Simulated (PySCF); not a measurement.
Geometry:
| atom | x (Å) | y (Å) | z (Å) |
| --- | --- | --- | --- |
| C1 | -2.613 | -0.150 | 0.549 |
| C2 | -2.212 | 1.183 | -0.081 |
| Al3 | -0.847 | 1.071 | -1.525 |
| N4 | 0.694 | 0.134 | -0.541 |
| C5 | 0.736 | -1.202 | -0.481 |
| C6 | 1.700 | -1.876 | 0.259 |
| C7 | 2.651 | -1.133 | 0.954 |
| C8 | 2.604 | 0.257 | 0.884 |
| C9 | 1.607 | 0.854 | 0.124 |
| H10 | -3.408 | -0.053 | 1.308 |
| H11 | -1.761 | -0.640 | 1.054 |
| H12 | -2.981 | -0.864 | -0.208 |
| H13 | -1.859 | 1.881 | 0.702 |
| H14 | -3.106 | 1.673 | -0.510 |
| H15 | -0.105 | 2.443 | -1.934 |
| H16 | -1.123 | -0.033 | -2.668 |
| H17 | -0.030 | -1.729 | -1.056 |
| H18 | 1.700 | -2.967 | 0.282 |
| H19 | 3.424 | -1.633 | 1.542 |
| H20 | 3.331 | 0.878 | 1.410 |
| H21 | 1.522 | 1.940 | 0.024 |

Computed data (PySCF 2.14): coordinates at the PBE0-D3(BJ)/def2-SVP level, shielding tensors at PBE0/pcSseg-1 (GIAO). No solvent model, relativity neglected, equivalent nuclei averaged, a single conformation.

Chemical shifts δ = σref − σ; TMS for ¹³C (σref 184.41), all at this level.

**Question.** Do the ¹³C shifts follow the atomic charges (in e)? Tabulate both.

**Answer.** 
```tsv
atoms	hybridisation	δ (ppm)	σ para (ppm)	Hirshfeld	IAO	Mulliken	ESP-fitted
C5/C9	sp2	155.1	-222	+0.06	+0.01	+0.27	+0.18
C7	sp2	145.6	-215	-0.01	-0.10	+0.00	+0.06
C6/C8	sp2	130.0	-203	-0.03	-0.16	-0.19	-0.30
C1	sp3	11.7	-75	-0.13	-0.39	-0.30	-0.13
C2	sp3	3.2	-69	-0.23	-0.61	-0.63	-0.09
```

Correlation coefficients of δ with charge over these carbons: Hirshfeld +0.94, IAO +0.95, Mulliken +0.87, ESP-fitted +0.37; with the paramagnetic shielding -1.00. With so few points, grouped by hybridisation, these coefficients are fragile. Charge is one influence among several: hybridisation and low-lying excitations act through the paramagnetic term.

Shifts are as computed. Against solution values, carbons near 30 ppm lie about +2 ppm off and those near 130 ppm about +5 ppm. Of 1309 compounds with measured shifts, 239 miss one by over three times the rms of a fit or turn the order of signals round; such compounds aren't used in these exercises.
